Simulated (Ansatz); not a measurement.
Ansatz (a program for electronic structure) input:
A basis named .json is the Basis Set Exchange file of that set.

Ansatz 0.2 input:
```yaml
crystal:
  periodic: [false, false, false]
  atoms:
    - {symbol: Ta, position_ang: [-0.15800628, 0.32430224, 0.03407163]}
    - {symbol: O, position_ang: [0.21375173, 0.90171318, -1.53609472]}
    - {symbol: Cl, position_ang: [0.57790853, -1.81692759, 0.57656051]}
basis:
  gaussian:
    orbitals: def2-TZVPP
    fitting: {mean_field: def2-universal-jkfit, correlation: def2-TZVPP-RIFIT.json}
magnetization: {spin_polarized: true, initial_magnetization: 2}
correlation: {method: mp2, electrons: outside_noble_gas}
```

Problem. Predict the final energy.

Solution. -591.43708 Eh (RI-MP2/def2-TZVPP). The basis has 129 functions.

This is an excited triplet: at this geometry the singlet lies 0.05 eV lower at RI-MP2/CBS(def2-TZVPPD,def2-QZVPPD)+[CCSD(T)-MP2]/def2-TZVPPD.
